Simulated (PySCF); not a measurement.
# Magnetic susceptibility: `O=COC1=CCC[C@@H]1C=O`, C7H8O3

Cartesian coordinates in Å; atom numbers follow the order of the lines, from 1:
```xyz
18

O     2.8043    0.0853    1.0615
C     2.7798   -0.5307    0.0375
O     1.7222   -0.9217   -0.6589
C     0.4266   -0.6386   -0.2662
C    -0.6176   -1.3744   -0.6259
C    -1.9012   -0.8031   -0.1164
C    -1.4661    0.3480    0.8098
C     0.0274    0.5800    0.5339
C     0.2931    1.8252   -0.2838
O    -0.5344    2.6198   -0.6226
H     3.6794   -0.8798   -0.4974
H    -0.5739   -2.2687   -1.2203
H    -2.4911   -1.5532    0.4113
H    -2.5044   -0.4421   -0.9525
H    -2.0228    1.2614    0.6048
H    -1.6189    0.0784    1.8533
H     0.6300    0.6702    1.4436
H     1.3587    1.9502   -0.5567
```

Method used: GIAO PBE/pcSseg-1 magnetisability, rotational g tensor and spin-rotation constants, non-relativistic, gas phase (PySCF 2.14.0). Geometry: GFN2-xTB.

Question: How diamagnetic is it, and how anisotropic?

Answer: Isotropic -1129 × 10⁻³⁰ J/T², or -68.0 × 10⁻⁶ cm³/mol; principal values -1242, -1179, -967 × 10⁻³⁰ J/T², anisotropy 250 × 10⁻³⁰ J/T² (root of half the summed squared differences of the principal values). The susceptibility is in cgs units.

Question: Split it along the inertial axes a, b, c into diamagnetic and paramagnetic parts about the centre of mass, with the quadrupole moment.

Answer: 
| axis | χ (10⁻⁶ cm³/mol) | diamagnetic (10⁻⁶ cm³/mol) | paramagnetic (10⁻⁶ cm³/mol) | summed x² of all electrons (Å²) | quadrupole Θ (D Å) |
| --- | --- | --- | --- | --- | --- |
| a | -59.0 | -729.4 | 670.4 | 216.3 | +1.50 |
| b | -70.4 | -1109.8 | 1039.4 | 126.7 | -1.85 |
| c | -74.6 | -1455.0 | 1380.4 | 45.3 | +0.36 |

Anisotropies 2χaa − χbb − χcc = +27.0 and 2χbb − χaa − χcc = -7.1 × 10⁻⁶ cm³/mol. Θ is traceless in Buckingham's convention.

Question: And the rotational g tensor?

Answer: 
```tsv
axis	rotational constant (GHz)	g	nuclear part	electronic part
a	1.9053	-0.0424	0.5577	-0.6001
b	1.1754	-0.0188	0.5551	-0.5739
c	0.8670	-0.0127	0.5496	-0.5623
```
Asymmetric top; isotopes 12C, 1H, 16O; no vibrational averaging.
